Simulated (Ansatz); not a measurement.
**Question.** Name a neutral molecule of Al, C, F, N, O and H with LUMO energy (PBE/def2-TZVPP) between -2.10 and -1.80 eV and HOMO energy (ωB97M-V/def2-TZVPP) between -11.25 and -10.95 eV (Ansatz, PBE0-D4/def2-TZVP geometry).

**Answer.** `O=C=[N][AlH][F]` (-2.08 eV, -11.22 eV). Other molecules can fit too; these were computed, each in one conformer that needn't be the lowest.
